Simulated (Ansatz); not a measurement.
Relaxation of Cl4H3SiZr (9 atoms, charge 0, multiplicity 2), to a largest force component of 0.03 eV/Å in at most 50 steps.

Level of theory: UKS PBE/def2-SVP in Ansatz 0.2.0.

```xyz
9
Properties=species:S:1:pos:R:3
Zr 0.000 0.000 -0.229
Cl 0.000 0.000 2.244
Cl 2.197 0.000 -1.018
Cl -1.098 1.902 -1.018
Cl -1.098 -1.903 -1.018
Si 0.000 0.000 5.577
H -0.784 -1.221 5.993
H 1.450 -0.069 5.993
H -0.666 1.290 5.993
```

**Question.** Where does it end, and by what steps?

**Answer.** It converged. After 3 steps the energy has fallen by 0.131 eV; Cl2 moved furthest, 0.31 Å.

| step | energy less start (eV) | largest force component (eV/Å) | accepted |
| --- | --- | --- | --- |
| 0 | 0.0000 | 1.454 | yes |
| 1 | -0.0820 | 1.109 | yes |
| 2 | -0.1302 | 0.040 | yes |
| 3 | -0.1307 | 0.014 | yes |

```xyz
9
Properties=species:S:1:pos:R:3
Zr 0.001 0.000 -0.409
Cl 0.000 0.000 1.929
Cl 2.207 0.000 -1.178
Cl -1.102 1.910 -1.179
Cl -1.102 -1.910 -1.179
Si 0.000 0.000 5.792
H -0.775 -1.207 6.246
H 1.432 -0.068 6.246
H -0.658 1.274 6.246
```

Run time: 28 s on 4 threads of Intel(R) Xeon(R) Platinum 8259CL CPU @ 2.50GHz (Skylake/Cascade Lake), on a shared host, peak memory 0.3 GiB.
